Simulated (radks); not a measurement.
Charge is removed step by step from the 5p down level of neutral lead, starting from [Kr] 4d10 4f14 5s2 5p(up 3, down 3) 5d10 6s2 6p2. Method: scalar-relativistic Kohn-Sham, PBE, spin-polarised, spherical densities, point nucleus; open shells are filled with parallel spins first (spin-orbit coupling, left out, can overturn this in heavy ions); computed with a radial shooting solver on a logarithmic mesh with Libxc functionals.

| removed (e) | E - E(0) (eV) | eigenvalue (eV) | E minus straight line (eV) |
|---|---|---|---|
| 0 | 0.000 | -85.662 | 0.000 |
| 0.125 | 10.799 | -87.330 | -0.768 |
| 0.25 | 21.808 | -89.038 | -1.325 |
| 0.375 | 33.034 | -90.781 | -1.667 |
| 0.5 | 44.479 | -92.558 | -1.788 |
| 0.625 | 56.148 | -94.365 | -1.686 |
| 0.75 | 68.044 | -96.201 | -1.356 |
| 0.875 | 80.172 | -98.064 | -0.795 |
| 1 | 92.534 | -99.952 | 0.000 |

Removing the whole electron costs 92.534 eV by Delta-SCF, against 85.662 eV from minus the eigenvalue at the starting occupation. Slater's transition state (half an electron removed) gives 92.558 eV. Integrating minus the eigenvalue over the occupation (Janak's theorem) gives 92.640 eV. In this scalar-relativistic scheme the density is built from large components alone, so the theorem holds only approximately. The mean slope of the eigenvalue, de/dn, is 14.3 eV per electron.
